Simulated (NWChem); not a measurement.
System: CH₄MnO₂, sextet; SMILES C[O][Mn][OH]

NWChem input:

```
start job
memory heap 200 mb stack 900 mb global 1100 mb
geometry units angstroms noautosym noautoz
  Mn     0.254447     0.133642     0.339201
  O      1.282313     0.476228     1.745969
  H      1.807054     0.672383     2.513254
  O     -0.765489    -0.319720    -1.038186
  C     -1.556089    -0.679495    -2.100921
  H     -1.726377     0.178651    -2.765687
  H     -1.076442    -1.479348    -2.686132
  H     -2.529658    -1.044632    -1.752734
end
basis spherical
  * library def2-svp
end
dft
  odft
  mult 6
  xc pbe0
  iterations 150
end
driver
  maxiter 120
end
task dft optimize
```

Parts of the log:

```
             Northwest Computational Chemistry Package (NWChem) 7.3.0
             --------------------------------------------------------

                             Geometry "geometry" -> ""
                             -------------------------

 Output coordinates in angstroms (scale by  1.889725989 to convert to a.u.)

  No.       Tag          Charge          X              Y              Z
 ---- ---------------- ---------- -------------- -------------- --------------
    1 Mn                  25.0000     0.30084288     0.15632439     0.40105465
    2 O                    8.0000     1.32870888     0.49891039     1.80782265
    3 H                    1.0000     1.85344988     0.69506539     2.57510765
    4 O                    8.0000    -0.71909312    -0.29703761    -0.97633235
    5 C                    6.0000    -1.50969312    -0.65681261    -2.03906735
    6 H                    1.0000    -1.67998112     0.20133339    -2.70383335
    7 H                    1.0000    -1.03004612    -1.45666561    -2.62427835
    8 H                    1.0000    -2.48326212    -1.02194961    -1.69088035

 Effective nuclear repulsion energy (a.u.)     217.7305499105

                           NWChem Geometry Optimization
                           ----------------------------

 maximum gradient threshold         (gmax) =   0.000450
 rms gradient threshold             (grms) =   0.000300
 maximum cartesian step threshold   (xmax) =   0.001800
 rms cartesian step threshold       (xrms) =   0.001200
 fixed trust radius                (trust) =   0.300000
 source of zmatrix                         =

          -------------------
          Energy Minimization
          -------------------

 Using diagonal initial Hessian

          --------
          Step   0

                                 NWChem DFT Module
                                 -----------------

 Summary of "ao basis" -> "ao basis" (spherical)
 ------------------------------------------------------------------------------
       Tag                 Description            Shells   Functions and Types
 ---------------- ------------------------------  ------  ---------------------
 Mn                         def2-svp                11       31   5s3p2d1f
 O                          def2-svp                 6       14   3s2p1d
 H                          def2-svp                 3        5   2s1p
 C                          def2-svp                 6       14   3s2p1d

            General Information
            -------------------
          SCF calculation type: DFT
          Wavefunction type:  spin polarized.
          No. of atoms     :     8
          No. of electrons :    51
           Alpha electrons :    28
            Beta electrons :    23
          Charge           :     0
          Spin multiplicity:     6
          Use of symmetry is: off; symmetry adaption is: off
          Maximum number of iterations: 150
          AO basis - number of functions:    93
                     number of shells:    41
          Convergence on energy requested:  1.00D-06
          Convergence on density requested:  1.00D-05
          Convergence on gradient requested:  5.00D-04

              XC Information
              --------------
                         PBE0 Method XC Functional
                     Hartree-Fock (Exact) Exchange  0.250
          PerdewBurkeErnzerhof Exchange Functional  0.750
            Perdew 1991 LDA Correlation Functional  1.000 local
           PerdewBurkeErnz. Correlation Functional  1.000 non-local

             Grid Information
             ----------------
          Grid used for XC integration:  medium
          Radial quadrature: Mura-Knowles
          Angular quadrature: Lebedev.
          Tag              B.-S. Rad. Rad. Pts. Rad. Cut. Ang. Pts.
          ---              ---------- --------- --------- ---------
          Mn                  1.40      112          10.0       590
          O                   0.60       49          13.0       434
          H                   0.35       45          14.0       434
          C                   0.70       49          13.0       434
          Grid pruning is: on
          Number of quadrature shells:   439
          Spatial weights used:  Erf1

      Superposition of Atomic Density Guess
      -------------------------------------

 Sum of atomic energies:       -1338.48075265

      Non-variational initial energy
      ------------------------------

 Total energy =   -1338.732828
 1-e energy   =   -2275.838339
 2-e energy   =     719.374961
 HOMO         =      -0.171064
 LUMO         =      -0.140533

   convergence    iter        energy       DeltaE   RMS-Dens  Diis-err
 ---------------- ----- ----------------- --------- --------- ---------
 d= 0,ls=0.0,diis     1  -1341.0593564478 -1.56D+03  1.21D-02  6.83D-01
                                                     1.98D-02  3.08D-01
 d= 0,ls=0.0,diis     2  -1335.7749340711  5.28D+00  7.40D-03  1.14D+01
                                                     1.93D-02  1.40D+01
 d= 0,ls=0.0,diis     3  -1341.2565775119 -5.48D+00  3.06D-03  6.81D-02
                                                     1.82D-03  3.82D-02
 d= 0,ls=0.0,diis     4  -1341.2757417071 -1.92D-02  8.59D-04  2.10D-02
                                                     8.31D-04  1.89D-02
 d= 0,ls=0.0,diis     5  -1341.2841036234 -8.36D-03  2.56D-04  3.65D-04
                                                     2.10D-04  6.35D-04
  Resetting Diis
 d= 0,ls=0.0,diis     6  -1341.2844486261 -3.45D-04  1.08D-04  9.30D-05
                                                     8.30D-05  6.31D-05
 d= 0,ls=0.0,diis     7  -1341.2845028479 -5.42D-05  6.71D-05  1.80D-05
                                                     5.10D-05  1.64D-05
 d= 0,ls=0.0,diis     8  -1341.2845045646 -1.72D-06  2.99D-05  2.94D-05
                                                     2.76D-05  2.80D-05
 d= 0,ls=0.0,diis     9  -1341.2845157012 -1.11D-05  1.30D-05  9.41D-07
                                                     1.08D-05  9.97D-07
 d= 0,ls=0.0,diis    10  -1341.2845163530 -6.52D-07  1.08D-05  4.55D-07
                                                     5.75D-06  2.99D-07
 d= 0,ls=0.0,diis    11  -1341.2845166588 -3.06D-07  1.12D-06  7.26D-09
                                                     9.84D-07  1.21D-08

         Total DFT energy =    -1341.284516658819
      One electron energy =    -2282.135533346981
           Coulomb energy =      799.069086044223
    Exchange-Corr. energy =      -75.948619266545
 Nuclear repulsion energy =      217.730549910483

 Numeric. integr. density =       50.999989381158

                    DFT Final Alpha Molecular Orbital Analysis
                    ------------------------------------------

 Vector   26  Occ=1.000000D+00  E=-2.729025D-01
              MO Center=  2.8D-01,  3.1D-01,  4.0D-01, r^2= 2.4D+00
   Bfn.  Coefficient  Atom+Function         Bfn.  Coefficient  Atom+Function
  ----- ------------  ---------------      ----- ------------  ---------------
     4      0.522912  1 Mn s                 18      0.417658  1 Mn d  1
     3     -0.264412  1 Mn s                 17     -0.228601  1 Mn d  0
    16     -0.221367  1 Mn d -1              36      0.208343  2 O  py
    55      0.179370  4 O  py                23      0.170352  1 Mn d  1
    39      0.165694  2 O  py                15     -0.161468  1 Mn d -2

[...]

      ----------------------
      Optimization converged
      ----------------------

  Step       Energy      Delta E   Gmax     Grms     Xrms     Xmax
  ---- ---------------- -------- -------- -------- -------- --------
@   20   -1341.28767258  1.4D-07  0.00009  0.00004  0.00065  0.00179
                                     ok       ok       ok       ok

                         Geometry "geometry" -> "geometry"
                         ---------------------------------

 Output coordinates in angstroms (scale by  1.889725989 to convert to a.u.)

  No.       Tag          Charge          X              Y              Z
 ---- ---------------- ---------- -------------- -------------- --------------
    1 Mn                  25.0000     0.37642128     0.10400075     0.40656567
    2 O                    8.0000     1.63002158     0.50275888     1.64791052
    3 H                    1.0000     1.53607772     0.68716080     2.58343765
    4 O                    8.0000    -0.80638926    -0.26892118    -0.87991450
    5 C                    6.0000    -1.50504608    -0.64101224    -1.99486636
    6 H                    1.0000    -1.66432447     0.20609954    -2.69470596
    7 H                    1.0000    -0.99344140    -1.43739083    -2.57576272
    8 H                    1.0000    -2.51239330    -1.03352758    -1.74307112

 Effective nuclear repulsion energy (a.u.)     216.2709986537

 ==============================================================================
                                internuclear distances
 ------------------------------------------------------------------------------
       center one      |      center two      | atomic units |  angstroms
 ------------------------------------------------------------------------------
    2 O                |   1 Mn               |     3.41798  |     1.80872
    3 H                |   2 O                |     1.81063  |     0.95814
    4 O                |   1 Mn               |     3.37682  |     1.78694
    5 C                |   4 O                |     2.58395  |     1.36737
    6 H                |   5 C                |     2.09814  |     1.11029
    7 H                |   5 C                |     2.09870  |     1.11058
    8 H                |   5 C                |     2.09770  |     1.11005
 ------------------------------------------------------------------------------
                         number of included internuclear distances:          7
 ==============================================================================
```

Level: PBE0/def2-SVP, spin-unrestricted. Not confirmed as a minimum by frequencies. The spin multiplicity was typed, not searched, and may not be the lowest.
